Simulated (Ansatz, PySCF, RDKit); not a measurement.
Dimer: CH3Cl (SMILES CCl) (first 5 atoms) with C2H6 (SMILES CC); geometry from B3LYP-D3(BJ)/def2-TZVP, rigid monomers moved along the line of their centres of mass till H4···H8 is 4.28 Å.
(charge 0, multiplicity 1):
```xyz
13

C     -0.6717    -0.9111     0.8401
Cl    -0.8430     0.8742     0.7990
H     -0.5880    -1.2688    -0.1815
H      0.2218    -1.1551     1.4063
H     -1.5509    -1.3272     1.3220
C      1.2173     0.1577     6.2921
C     -0.1328    -0.5401     6.4272
H      1.5396     0.2024     5.2503
H      1.9921    -0.3592     6.8619
H      1.1676     1.1852     6.6572
H     -0.8978    -0.0301     5.8393
H     -0.4681    -0.5588     7.4660
H     -0.0828    -1.5754     6.0824
```

Interaction energies are E(AB) − E(A) − E(B) at the monomers' geometry in the complex; basis-set methods are counterpoise corrected. RDKit's UFF carries no charges.

Cores are frozen in the correlated methods. Rows in 6-31G* carry no dispersion term and start afresh at each structure (6-31G* with six Cartesian d functions). MP2/6-31G* freezes PySCF's default core.

The values were computed with Ansatz (Gaussian basis) for Hartree–Fock, density functionals and correlated methods; PySCF for 6-31G* rows, the dispersion terms; RDKit for the force fields. Values without a source in brackets are computed.

```csv
level,interaction energy (meV)
MMFF94,-6.6
UFF,-10.6
HF/aug-cc-pV(D+d)Z,-0.7
r2SCAN/def2-TZVPPD,-1.9
r2SCAN-D3(BJ)/def2-TZVPPD,-8.2
B3LYP/6-31G*,0.5
PBE0-D4/def2-TZVPPD,-8.5
MP2/6-31G*,?
SCS-MP2/aug-cc-pV(D+d)Z,-6.2
```

Q: Fill in the missing entries.

A: 
- MP2/6-31G*, interaction energy (meV): -4.1

Ansatz is an electronic-structure program.
